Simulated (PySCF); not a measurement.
## Ionisation energy of Rh²⁶⁺ by level of theory

Rh²⁶⁺ [Ar] 3d1 [3d3/2^1, M_J = 3/2] → Rh²⁷⁺ [Ar], as a difference of total energies. Computed with PySCF 2.14 in an uncontracted even-tempered set (16 s from 3.7 bohr⁻², ratio 2.8; 12 p from 4.8 bohr⁻², ratio 2.8; 8 d from 4.8 bohr⁻², ratio 2.8; 3 f from 15 bohr⁻², ratio 3), with the two-component X2C-1e Hamiltonian. Correlated levels: [Ne] frozen; the 74 highest virtual spinors dropped. "Screened" scales the spin-orbit matrix elements by Boettger's factors to mimic the two-electron term; Breit and QED terms are absent.

```
                    method  ionisation energy (eV)
           GHF (spin-free)                  1340.4
          GMP2 (spin-free)                  1340.3
 GHF (screened spin-orbit)                  1344.4
GMP2 (screened spin-orbit)                  1344.2
```

Breit and QED terms and the two-electron picture change are absent.

The spin-free rows lack the spin-orbit shift.

For comparison: 1344 ± 4 eV (theoretical estimate listed by NIST; NIST Atomic Spectra Database, ionization energies).
